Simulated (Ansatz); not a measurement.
Start from `C[O][GeH]([F])[O]C` and change one element to get `C[O][GeH]([Cl])[O]C`.

Ansatz, PBE0-D4/def2-TZVP geometries, multiplicity 1. Each molecule was computed in one conformer, which needn't be the lowest.

Scalar relativity is left out up to krypton.

```
                                        property  `C[O][GeH]([F])[O]C`
           HOMO energy (ωB97M-V/def2-TZVPP) / eV                -10.75
             HOMO energy (B3LYP/def2-TZVPP) / eV                 -8.08
  size of the dipole moment (PBE/def2-TZVPP) / D                  1.19
              HOMO energy (PBE0/def2-TZVPP) / eV                 -8.33
             LUMO energy (B3LYP/def2-TZVPP) / eV                  0.14
size of the dipole moment (B3LYP/def2-TZVPP) / D                  1.26
```

(1) Give the same properties after the change, and the shifts. (An estimate is asked.)

Results:

(1) Computed: 
```csv
property,`C[O][GeH]([Cl])[O]C`,shift
HOMO energy (ωB97M-V/def2-TZVPP) / eV,-10.73,0.02
HOMO energy (B3LYP/def2-TZVPP) / eV,-8.07,0.01
size of the dipole moment (PBE/def2-TZVPP) / D,1.08,-0.11
HOMO energy (PBE0/def2-TZVPP) / eV,-8.32,0.01
LUMO energy (B3LYP/def2-TZVPP) / eV,-0.25,-0.39
size of the dipole moment (B3LYP/def2-TZVPP) / D,1.12,-0.14
```

Dipoles are sizes alone; their direction can turn.

B3LYP here is the variant with VWN-RPA as its local correlation; programs differ in this.
